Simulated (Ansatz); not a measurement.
Input for Ansatz (a quantum-chemistry and plane-wave program): U-BLYP/def2-TZVPP on Br (SMILES [Br]).

Ansatz 0.2 input:
```yaml
crystal:
  periodic: [false, false, false]
  atoms:
    - {symbol: Br, position_ang: [0.00000000, 0.00000000, 0.00000000]}
basis:
  gaussian:
    orbitals: def2-TZVPP
hamiltonian:
  xc: {name: BLYP}
magnetization: {spin_polarized: true, initial_magnetization: 1}
```

It printed:

```
WARN ansatz: RAYON_NUM_THREADS=1 ignored (pool sized by the plan → 1); use --threads N
Functional definition: BLYP
integrals: 0.01 GiB planned
376 factors; their error is unknown
mean field: 0.11 GiB planned
mean field evaluation 1: about -70045.7792 eV, gradient 7.4e0 eV
mean field evaluation 2: about -70045.6479 eV, gradient 7.8e0 eV
mean field evaluation 4: about -70045.8876 eV, gradient 2.0e0 eV
mean field evaluation 8: about -70045.8881 eV, gradient 6.2e-2 eV
mean field evaluation 16: about -70045.6632 eV, gradient 6.4e0 eV
mean field evaluation 32: about -70045.6632 eV, gradient 6.4e0 eV
mean field -70045.88809454 eV, -2574.1389086660 hartree, gradient 4.9e-5 eV, S^2 0.751655; 3 other end points of the search recorded, 0 dependent functions left out
reference -70045.88829482 eV, -2574.1389160262 hartree; 18, 17 occupied and 30, 31 virtual orbitals, 376 factors
Total energy: -70045.88829482 eV, -2574.1389160262 hartree
```

The run converged.

Cost: around 0.7 core-seconds (rough).
